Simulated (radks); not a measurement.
Ne+, 9 electrons, occupied as [He] 2s2 2p5. Calculated with a radial shooting solver on a logarithmic mesh with Libxc functionals: Dirac Kohn-Sham, BP86, spin-unpolarised, spherical densities, point nucleus; open shells are shared between the two j in proportion to 2j + 1.

Unscreened Slater integrals over Kohn-Sham orbitals (cm^-1). Large and small components are both included.

F0(2p3/2,2p3/2): 230820
F2(2p3/2,2p3/2): 103420
F0(2p3/2,2p1/2): 231090
G2(2p3/2,2p1/2): 103480
F0(2p3/2,2s1/2): 230080
G1(2p3/2,2s1/2): 138860
F0(2p3/2,1s1/2): 333100
G1(2p3/2,1s1/2): 38017
F0(2p1/2,2p1/2): 231370
F0(2p1/2,2s1/2): 230340
G1(2p1/2,2s1/2): 138930
F0(2p1/2,1s1/2): 333960
G1(2p1/2,1s1/2): 38196
F0(2s1/2,2s1/2): 231220
F0(2s1/2,1s1/2): 329110
G0(2s1/2,1s1/2): 24538
F0(1s1/2,1s1/2): 1309900
